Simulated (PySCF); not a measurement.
Atom-mapped SMILES (the numbers label the heavy atoms): `[F:1][CH:2]([F:3])[C@@H:4]1[CH2:5][SiH2:6][SiH2:7][C@@H:8]([F:9])[SiH2:10]1`; H(Xn) means a hydrogen on atom n. Ha(C5), Ha(Si6), Ha(Si7), Ha(Si10) are cis to C2 on the ring; Hb(C5), Hb(Si6), Hb(Si7), Hb(Si10) are trans to C2 on the ring.

A single conformation, isolated molecule, non-relativistic Hamiltonian. GFN2-xTB structure; GIAO PBE0/pcSseg-1 shieldings; PySCF.

δ = σ(ref) − σ, references computed at the same level: ¹³C, ¹H, ²⁹Si vs TMS; CFCl3 for ¹⁹F.

```json
{"atoms": "H(C4)", "nucleus": "¹H", "count": "1", "δ (ppm)": "?"}
{"atoms": "C5", "nucleus": "¹³C", "count": "1", "δ (ppm)": "8.9"}
{"atoms": "Hb(Si10)", "nucleus": "¹H", "count": "1", "δ (ppm)": "4.16"}
{"atoms": "Si10", "nucleus": "²⁹Si", "count": "1", "δ (ppm)": "-45.7"}
{"atoms": "Ha(C5)", "nucleus": "¹H", "count": "1", "δ (ppm)": "1.38"}
{"atoms": "F1", "nucleus": "¹⁹F", "count": "1", "δ (ppm)": "?"}
{"atoms": "Si7", "nucleus": "²⁹Si", "count": "1", "δ (ppm)": "?"}
{"atoms": "Hb(Si6)", "nucleus": "¹H", "count": "1", "δ (ppm)": "3.90"}
{"atoms": "C8", "nucleus": "¹³C", "count": "1", "δ (ppm)": "79.1"}
{"atoms": "Ha(Si10)", "nucleus": "¹H", "count": "1", "δ (ppm)": "?"}
{"atoms": "Hb(C5)", "nucleus": "¹H", "count": "1", "δ (ppm)": "1.19"}
{"atoms": "H(C2)", "nucleus": "¹H", "count": "1", "δ (ppm)": "6.16"}
{"atoms": "F3", "nucleus": "¹⁹F", "count": "1", "δ (ppm)": "-120.2"}
{"atoms": "Ha(Si6)", "nucleus": "¹H", "count": "1", "δ (ppm)": "3.92"}
{"atoms": "F9", "nucleus": "¹⁹F", "count": "1", "δ (ppm)": "?"}
{"atoms": "Ha(Si7)", "nucleus": "¹H", "count": "1", "δ (ppm)": "4.40"}
{"atoms": "Hb(Si7)", "nucleus": "¹H", "count": "1", "δ (ppm)": "4.24"}
{"atoms": "C4", "nucleus": "¹³C", "count": "1", "δ (ppm)": "?"}
{"atoms": "C2", "nucleus": "¹³C", "count": "1", "δ (ppm)": "127.3"}
{"atoms": "Si6", "nucleus": "²⁹Si", "count": "1", "δ (ppm)": "?"}
{"atoms": "H(C8)", "nucleus": "¹H", "count": "1", "δ (ppm)": "5.64"}
```

Q: Fill in the missing shifts.

A: 
- C4: 33.0 ppm, sp3 CH bonded to Si
- Ha(Si10): 4.75 ppm, hydrogen on a silicon bonded to 2 C, in a 6-membered ring
- H(C4): 1.91 ppm, hydrogen on an sp3 CH bonded to Si
- F1: -126.8 ppm, fluorine of a CF2 group
- F9: -282.2 ppm, fluorine on an sp3 carbon
- Si7: -74.0 ppm, silicon bonded to C, Si, 2 H, in a 6-membered ring
- Si6: -77.8 ppm, silicon bonded to C, Si, 2 H, in a 6-membered ring

Shifts are as computed. Against solution values, carbons near 30 ppm lie about +3 ppm off and those near 130 ppm about +5 ppm. Of 1211 compounds with measured shifts, 218 miss one by over three times the rms of a fit or turn the order of signals round; such compounds aren't used in these exercises. Unscaled 19F shifts against computed CFCl3 carry errors that often reach 10 to 50 ppm.
